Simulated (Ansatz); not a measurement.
Reaction (cleavage of the B–Al bond): `C[BH][AlH2]` + CH₃NH₂ → `CBNC` + `[AlH3]`

Calculated with Ansatz (gas phase, PBE0-D4/def2-TZVP geometries, no zero-point term in ΔE). CBS: MP2 limit from def2 TZ/QZ plus the TZ coupled-cluster correction, frozen cores. This one scheme is used for every species. One conformer a species, not always the lowest.

`C[BH][AlH2]`:

Z-matrix (Å, degrees):
```
C
B 1 1.558
H 1 1.094 2 114.3
H 1 1.091 2 117.4 3 130.8
H 1 1.106 2 102.6 3 -113.0
Al 2 2.128 1 127.0 3 -149.9
H 2 1.207 1 115.2 3 34.1
H 6 1.597 2 121.8 1 -85.9
H 6 1.596 2 121.4 1 95.4
```

CH₃NH₂:

Cartesian coordinates in Å:
```
C 0.331 -0.358 0.291
N -0.303 0.500 -0.695
H -0.164 -0.394 1.273
H 1.361 -0.029 0.450
H 0.379 -1.379 -0.094
H -0.347 1.454 -0.361
H -1.256 0.206 -0.864
```

`CBNC`:

Z-matrix (Å, degrees):
```
C
B 1 1.569
H 1 1.094 2 114.2
H 1 1.095 2 110.5 3 -121.8
H 1 1.095 2 110.5 3 121.8
N 2 1.389 1 121.9 3 0.2
H 2 1.204 1 121.2 3 -179.8
C 6 1.443 2 127.1 1 180.0
H 6 1.009 2 119.0 1 0.0
H 8 1.090 6 109.0 2 0.0
H 8 1.095 6 111.7 2 -119.4
H 8 1.095 6 111.7 2 119.5
```

`[AlH3]`:

```xyz
4

Al    0.000    0.000    0.000
H     0.721    1.012    0.985
H     0.108    0.207   -1.568
H    -0.830   -1.219    0.583
```

```
      species  CCSD(T)/CBS(def2) energy (Eh)
`C[BH][AlH2]`                     -308.41859
       CH₃NH₂                      -95.75281
       `CBNC`                     -160.46148
     `[AlH3]`                     -243.78045
```

Task: Work out ΔE.

Result: ΔE = (-160.46148) + (-243.78045) − (-308.41859) − (-95.75281) = -0.07053 Eh = -185.2 kJ/mol.

Task: What do rigid-rotor, harmonic-oscillator terms from PBE0-D4/def2-TZVP frequencies (298.15 K, 1 bar) make of the CCSD(T)/CBS value? (An estimate is asked.)

Result: Computed: ΔZPE = -3.4 kJ/mol, ΔH = -189.8 kJ/mol, ΔS = -36 J/(mol·K), ΔG = -179.2 kJ/mol.

Largest T1 diagnostic among the species: 0.011.

From BLYP to BHLYP (50 % exact exchange), in def2-TZVPP and without D4, ΔE moves by −5.8 kJ/mol. Leaving LDA and LC-ωPBE aside and taking each functional with its dispersion term where it has one, the values, not all of them listed here, spread over 15.0 kJ/mol, from CAM-B3LYP-D4 to revPBE-D4. LDA lies −18.0 kJ/mol from PBE without D4. At CCSD(T), def2-SVP lies −19.2 kJ/mol from the extrapolated value and def2-TZVPP −2.1 kJ/mol.
